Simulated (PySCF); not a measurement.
SMILES [CH3][Bi]([CH3])[TeH], singlet at its PBE0/def2-SVP optimised geometry (Å):

```
11

Bi    -0.8569     1.4358     0.0000
C     -2.3928     1.6004    -1.6720
H     -1.9181     1.3150    -2.6205
H     -2.7397     2.6429    -1.7270
H     -3.2431     0.9366    -1.4673
C     -2.4476     1.5926     1.6206
H     -2.0051     1.3021     2.5829
H     -3.2912     0.9307     1.3842
H     -2.7956     2.6350     1.6691
Te    -0.8090    -1.4358     0.0000
H      0.8569    -1.4358     0.0000
```

Method: PBE0/def2-TZVP, def2 effective core potentials past Kr run with PySCF. The core electrons that the potentials of Bi, Te replace are not part of the density. Cells within 0.4 Å of a nucleus heavier than hydrogen are left out (blank, or x).

Map of the deformation density (molecule minus spherical neutral atoms) (e/bohr³) on the plane z = 1.5 Å:

```
|000000000000000000000000000|
|000000000000000000000000000|
|000000000000000000000000000|
|003531000000000000000000000|
|015952000000000000000000000|
|015862100000000000000000000|
|012xx2111000000000000000000|
|123xxx221000000000000000000|
|268xx3221000000000000000000|
|399610111000000000000000000|
|165300000000000000000000000|
|011100000000000000000000000|
|000000000000000000000000000|
|000000000000000000000000000|
|000000000000000000000000000|
|000000001111100000000000000|
|000000001111110000000000000|
|000000011111110000000000000|
|000000011111110000000000000|
|000000111111110000000000000|
|000000011111110000000000000|
|000000011111100000000000000|
|000000001111000000000000000|
|000000000000000000000000000|
|000000000000000000000000000|
|000000000000000000000000000|
|000000000000000000000000000|
```
Scale: ten equal steps from -0.010 (start of '0') to 0.092 (end of '9'), in the order '0123456789'; x runs from -3.50 to 3.50, y from -3.50 (bottom) to 3.50 (top).
